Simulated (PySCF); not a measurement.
Mo(OH)2(H)4 (H₆MoO₂), SMILES [OH][MoH4][OH], multiplicity 1.

Geometry optimised at r2SCAN-D4/def2-SVP. A frequency run showed that this geometry is not a minimum. The multiplicity is an assumed one; other spin states were not compared. The def2 effective core potentials stand for the cores of Mo; spin–orbit coupling is left out. The values are those of a single conformer.

Two levels are set side by side: TDA-PBE/def2-SVPD (PySCF) and TDA-PBE0/def2-SVPD (PySCF). Vertical, same geometry. The lowest singlet is HOMO→LUMO 100 % with PBE and HOMO→LUMO 99 % with the other functional; states are paired by order. Differences are taken from unrounded values.

```json
[
 {"quantity": "lowest singlet excitation (eV)", "TDA-PBE0": "3.40", "TDA-PBE": "3.24", "TDA-PBE minus TDA-PBE0": "-0.16"},
 {"quantity": "lowest triplet excitation (TDA) (eV)", "TDA-PBE0": "2.86", "TDA-PBE": "2.74", "TDA-PBE minus TDA-PBE0": "-0.12"},
 {"quantity": "first bright state (f over 0.05) (eV)", "TDA-PBE0": "5.32", "TDA-PBE": "5.23", "TDA-PBE minus TDA-PBE0": "-0.08"},
 {"quantity": "its oscillator strength", "TDA-PBE0": "0.07", "TDA-PBE": "0.08", "TDA-PBE minus TDA-PBE0": "0.01"}
]
```

A lower first singlet is the usual sign of a functional without exact exchange. Differences between two approximate levels are no errors against the true value.

Rough cost on one machine, each run with all the roots and properties that it gave: TDA-PBE0 against TDA-PBE about 2 times.
